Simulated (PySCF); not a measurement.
## Computed vibrations of Er(NO3)3

Er(NO3)3 (singlet in the valence; each metal's 4f electrons, 11 of them, lie in its core potential, out of spins and levels). PySCF 2.14.0, RKS PBE0, Er lcecp-1-SVP with ECP57, O def2-SVP, N def2-SVP; non-relativistic Hamiltonian with scalar-relativistic core potentials where named; density fitting; no spin-orbit coupling. Central differences of gradients.

```xyz
13

Er    0.0000    0.0000    0.0000
O     2.0312   -0.2413    1.0426
O     2.0312    0.2413   -1.0426
N     2.7351    0.0000    0.0000
O     3.9145    0.0000    0.0000
O    -0.8066    1.8797    1.0426
O    -1.2246    1.6384   -1.0426
N    -1.3675    2.3687    0.0000
O    -1.9572    3.3901    0.0000
O    -1.2246   -1.6384    1.0426
O    -0.8066   -1.8797   -1.0426
N    -1.3676   -2.3687    0.0000
O    -1.9573   -3.3900    0.0000
```

Run from Python with OMP_NUM_THREADS=4. Where DIIS fails, smearing, a level shift and second-order steps follow.
It took 3.2 min on 4 threads of Arm Neoverse V2 (shared host).

Task: What are the harmonic wavenumbers and infrared intensities?

Result: Modes are labelled in D3; negative numbers are unstable modes, those under 60 cm⁻¹ near the noise; a finer grid moves soft modes by up to 10 cm⁻¹.
```csv
cm⁻¹,km/mol,symmetry
38,2.2,e
38,2.2,e
43,9.0,a2
66,0.0,a1
71,0.1,e
71,0.1,e
125,0.5,a2
152,1.5,e
152,1.5,e
250,0.2,a2
259,0.0,a1
261,0.6,e
261,0.6,e
300,103.8,e
300,103.8,e
741,0.7,a2
743,0.0,e
743,0.0,e
797,77.6,e
797,77.6,e
809,0.0,a1
849,1.9,a2
851,28.4,e
851,28.4,e
1099,135.5,e
1099,135.5,e
1104,0.0,a1
1323,27.2,e
1323,27.2,e
1344,902.3,a2
1811,964.1,e
1811,964.1,e
1832,0.0,a1
```

Task: Is this a minimum?

Result: Yes, within the noise of the softest modes. Ideal gas at 298.15 K and 1 bar: S = 515.7 J/(mol K), Cp = 180.3 J/(mol K), H − H(0 K) = 37.5 kJ/mol (rigid rotor, harmonic modes, spin degeneracy alone, that of the 4f electrons in the core included; the modes under 60 cm⁻¹ make these uncertain).

An lcecp potential fixes the number of 4f electrons, so in runs with it no electron can move into or out of that shell.
